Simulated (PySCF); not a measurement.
Compound: benzonitrile, C7H5N.
SMILES: `N#Cc1ccccc1`

Computed, not measured: PBE/def2-SVP geometry optimisation, gas phase (PySCF 2.14.0).

Take the most abundant isotopes and a rigid rotor. 

**Question.** What are A, B and C (MHz)?

**Answer.** Ia = 90.56, Ib = 331.88, Ic = 422.44 u·Å²; 505379 MHz·u·Å²/I gives A = 5581, B = 1523, C = 1196 MHz.

**Question.** Classify the top.

**Answer.** An asymmetric top; Ray's κ = -0.851.

**Question.** Is it planar, by Δ = Ic − Ia − Ib?

**Answer.** Planar: Δ = Ic − Ia − Ib = 0.00 u·Å². For a rigid frame Δ = −2 Σ m c², so it vanishes when all atoms lie in the ab plane; here none is more than 0.01 Å from it.

**Question.** Where do the levels up to J = 5 lie, in K?

**Answer.** Above 0(0,0), as E/k:
J = 1: 1(0,1) 0.130, 1(1,1) 0.325, 1(1,0) 0.341
J = 2: 2(0,2) 0.391, 2(1,2) 0.571, 2(1,1) 0.618, 2(2,1) 1.202, 2(2,0) 1.203
J = 3: 3(0,3) 0.778, 3(1,3) 0.938, 3(1,2) 1.032, 3(2,2) 1.593, 3(2,1) 1.598, 3(3,1) 2.607, 3(3,0) 2.607
J = 4: 4(0,4) 1.292, 4(1,4) 1.427, 4(1,3) 1.583, 4(2,3) 2.115, 4(2,2) 2.128, 4(3,2) 3.131, 4(3,1) 3.131, 4(4,1) 4.547, 4(4,0) 4.547
J = 5: 5(0,5) 1.927, 5(1,5) 2.037, 5(1,4) 2.271, 5(2,4) 2.765, 5(2,3) 2.796, 5(3,3) 3.786, 5(3,2) 3.787, 5(4,2) 5.202, 5(4,1) 5.202, 5(5,1) 7.023, 5(5,0) 7.023
The levels of one J sum to (2J + 1)J(J + 1)(A + B + C)/3.

**Question.** Which lines would a microwave search look for?

**Answer.** The dipole components are |μa| = 4.33 D, |μb| = 0.00 D, |μc| = 0.00 D; the symmetry axis of this C2v structure is a, so μb and μc vanish by symmetry and there are no b-type or c-type lines. Some lines, for components of 0.1 D or more:

```tsv
type	branch	J(Ka,Kc)	MHz	lower level (cm⁻¹)
a	Q	1(1,0) ← 1(1,1)	326	0.226
a	Q	2(1,1) ← 2(1,2)	979	0.397
a	R	2(1,2) ← 1(1,1)	5112	0.226
a	R	2(0,2) ← 1(0,1)	5419	0.091
a	R	2(1,1) ← 1(1,0)	5765	0.237
a	R	3(1,3) ← 2(1,2)	7656	0.397
a	R	3(2,2) ← 2(2,1)	8157	0.835
a	R	3(2,1) ← 2(2,0)	8232	0.836
a	R	3(1,2) ← 2(1,1)	8635	0.429
a	R	4(1,4) ← 3(1,3)	10188	0.652
a	R	4(2,3) ← 3(2,2)	10862	1.107
a	R	4(2,2) ← 3(2,1)	11047	1.111
a	R	4(1,3) ← 3(1,2)	11489	0.717
```

**Question.** Estimate the classical rotational partition function at 10 K, 25 K and 50 K.

**Answer.** Point group C2v, symmetry number σ = 2; q = (√π/σ)·√((kT/h)³/(ABC)), k/h = 20836.6 MHz/K: 836 at 10 K, 3300 at 25 K, 9350 at 50 K.

Not checked by PBE/def2-SVP frequencies. Zero-point vibration and centrifugal distortion are left out. Quadrupole hyperfine structure (14N) is left out.
